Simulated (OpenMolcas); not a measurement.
**Sm3+ in a point-charge field**

Sm3+ among 2 point charges of -0.5 e arranged as a linear pair (D∞h), 2.57 Å from the ion.

| Item | Value |
| --- | --- |
| Program | OpenMolcas |
| Method | CASSCF |
| Basis | ANO-RCC-VDZP [7s6p4d2f1g] |
| Scalar Hamiltonian | DKH2, point nucleus |
| Active space | 5 electrons in 7 orbitals (4f) |
| State averaging | 2S+1 = 6 odd, 21 roots; 2S+1 = 4 odd, 128 roots kept (CI in the orbitals of an earlier block, 108 in the spin-orbit step); 2S+1 = 2 odd, 130 roots kept (CI in the orbitals of an earlier block, 40 in the spin-orbit step) |
| Spin-orbit coupling | RASSI with atomic mean-field integrals over the reference wave functions |

The lowest spin-free states (labels by Λ), above the lowest:

```
   State  Degeneracy  E (cm-1)  Free-ion L (%)
      6Σ           1       0.0         H (100)
      6Π           2      17.1         H (100)
      6Δ           2      75.7         H (100)
      6Φ           2     191.9         H (100)
      6Γ           2     380.2         H (100)
      6H           2     639.8         H (100)
      6Φ           2      6818         F (100)
      6Δ           2      6971         F (100)
      6Π           2      7070         F (100)
      6Σ           1      7111         F (100)
      4Σ           1     22534         I (100)
      4Π           2     22539         I (100)
      4Δ           2     22555         I (100)
      4Φ           2     22587         I (100)
      4Γ           2     22644         I (100)
      4H           2     22735         I (100)
      4M           2     22779         M (100)
      4L           2     22818         M (100)
      4Δ           2     22867          F (96)
2S+1 = 4           4     22878          I (50)
```

The lowest levels with spin-orbit coupling:

```json
{"E (cm-1)": "0.0", "Degeneracy": "2", "2S+1": "6", "J": "2.50", "|mJ| (%)": "1/2 (100)", "g": "0.48 0.77 0.77"}
{"E (cm-1)": "118.6", "Degeneracy": "2", "2S+1": "6", "J": "2.52", "|mJ| (%)": "3/2 (100)", "g": "0.00 0.00 1.46"}
{"E (cm-1)": "396.0", "Degeneracy": "2", "2S+1": "6", "J": "2.55", "|mJ| (%)": "5/2 (100)", "g": "0.00 0.00 2.33"}
{"E (cm-1)": "1125", "Degeneracy": "2", "2S+1": "6", "J": "3.50", "|mJ| (%)": "1/2 (100)", "g": "0.81 3.12 3.12"}
{"E (cm-1)": "1196", "Degeneracy": "2", "2S+1": "6", "J": "3.50", "|mJ| (%)": "3/2 (100)", "g": "0.00 0.00 2.38"}
{"E (cm-1)": "1320", "Degeneracy": "2", "2S+1": "6", "J": "3.49", "|mJ| (%)": "5/2 (100)", "g": "0.00 0.00 3.97"}
{"E (cm-1)": "1445", "Degeneracy": "2", "2S+1": "6", "J": "3.53", "|mJ| (%)": "7/2 (100)", "g": "0.00 0.00 6.42"}
{"E (cm-1)": "2426", "Degeneracy": "2", "2S+1": "6", "J": "4.50", "|mJ| (%)": "1/2 (100)", "g": "1.02 5.20 5.20"}
{"E (cm-1)": "2470", "Degeneracy": "2", "2S+1": "6", "J": "4.50", "|mJ| (%)": "3/2 (100)", "g": "0.00 0.00 3.07"}
{"E (cm-1)": "2548", "Degeneracy": "2", "2S+1": "6", "J": "4.49", "|mJ| (%)": "5/2 (100)", "g": "0.00 0.00 5.17"}
{"E (cm-1)": "2649", "Degeneracy": "2", "2S+1": "6", "J": "4.50", "|mJ| (%)": "7/2 (100)", "g": "0.00 0.00 7.45"}
{"E (cm-1)": "2756", "Degeneracy": "2", "2S+1": "6", "J": "4.52", "|mJ| (%)": "9/2 (100)", "g": "0.00 0.00 10.09"}
{"E (cm-1)": "3859", "Degeneracy": "2", "2S+1": "6", "J": "5.50", "|mJ| (%)": "1/2 (100)", "g": "1.16 7.11 7.11"}
{"E (cm-1)": "3890", "Degeneracy": "2", "2S+1": "6", "J": "5.50", "|mJ| (%)": "3/2 (100)", "g": "0.00 0.00 3.48"}
{"E (cm-1)": "3950", "Degeneracy": "2", "2S+1": "6", "J": "5.49", "|mJ| (%)": "5/2 (100)", "g": "0.00 0.00 5.83"}
{"E (cm-1)": "4032", "Degeneracy": "2", "2S+1": "6", "J": "5.49", "|mJ| (%)": "7/2 (100)", "g": "0.00 0.00 8.25"}
{"E (cm-1)": "4132", "Degeneracy": "2", "2S+1": "6", "J": "5.50", "|mJ| (%)": "9/2 (100)", "g": "0.00 0.00 10.79"}
{"E (cm-1)": "4248", "Degeneracy": "2", "2S+1": "6", "J": "5.51", "|mJ| (%)": "11/2 (100)", "g": "0.00 0.00 13.52"}
{"E (cm-1)": "5380", "Degeneracy": "2", "2S+1": "6", "J": "6.50", "|mJ| (%)": "1/2 (100)", "g": "1.24 8.90 8.90"}
{"E (cm-1)": "5404", "Degeneracy": "2", "2S+1": "6", "J": "6.50", "|mJ| (%)": "3/2 (100)", "g": "0.00 0.00 3.72"}
```

Powder χT (cm3 K/mol): 0.0467 at 2 K, 0.0547 at 10 K, 0.0942 at 50 K, 0.139 at 100 K, 0.219 at 200 K, 0.301 at 300 K. The effective moment at 300 K is 2.828 √(χT) = 1.55 μB.

Hund's rules give f5 the level 6H5/2 with g = 0.286, so an isolated free-ion multiplet has χT = g² J(J+1) / 8 = 0.089 cm3 K/mol. The computed 0.301 at 300 K differs by +237 %, through the field's splitting, the mixing of terms and any other multiplet in reach.

Stevens parameters of the J = 5/2 multiplet, which is 396 cm-1 wide (cm-1, z along the main axis): B20 = 2.216e+01, B40 = 4.788e-02.

High states are left out of the spin-orbit mixing, which shifts the levels that they would mix with. Point charges carry no covalency, so the field is a model and not that of real ligands. A group larger than the point group allows holds several states that coincide in this model. The first state left out of the spin-orbit step lies near 38000 cm-1 above the lowest spin-free state of the reference (among the parities and spins computed), and the lists stop at four fifths of that energy or lower. No measured value stands beside these numbers.

The RASSCF and RASSI steps took 64 s on 1 thread of Arm Neoverse V2, with other jobs on the host; the integral step is not counted.
